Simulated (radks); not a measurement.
The numbers below are computed, except where a source is named.
Task: Ionisation of the carbon ion C3+, [He] 2s1, to C4+, [He], under several functionals. Scalar-relativistic Kohn-Sham, spin-unpolarised, spherical densities, point nucleus; a radial shooting solver on a logarithmic mesh with Libxc functionals. The NIST Atomic Spectra Database gives 64.494 eV (measured). Rank these functionals by the error of their Delta-SCF ionisation energy: Wu-Cohen GGA; B86b exchange with PBE correlation; revPBE; LDA (Slater exchange, VWN5 correlation); BP86; PW91; OLYP; exchange-only B88.

Result: From best to worst: OLYP 64.166 eV (-0.328); PW91 63.994 eV (-0.500); B86b exchange with PBE correlation 63.913 eV (-0.581); revPBE 63.901 eV (-0.593); BP86 63.611 eV (-0.883); Wu-Cohen GGA 63.521 eV (-0.972); LDA (Slater exchange, VWN5 correlation) 63.393 eV (-1.100); exchange-only B88 63.183 eV (-1.310). Spin polarisation and multiplet splitting are left out, so open shells lie too high by an amount that depends on their filling.

Beside tabulated values, note that spin-unpolarised runs miss the spin-polarisation part of the exchange energy of open shells.
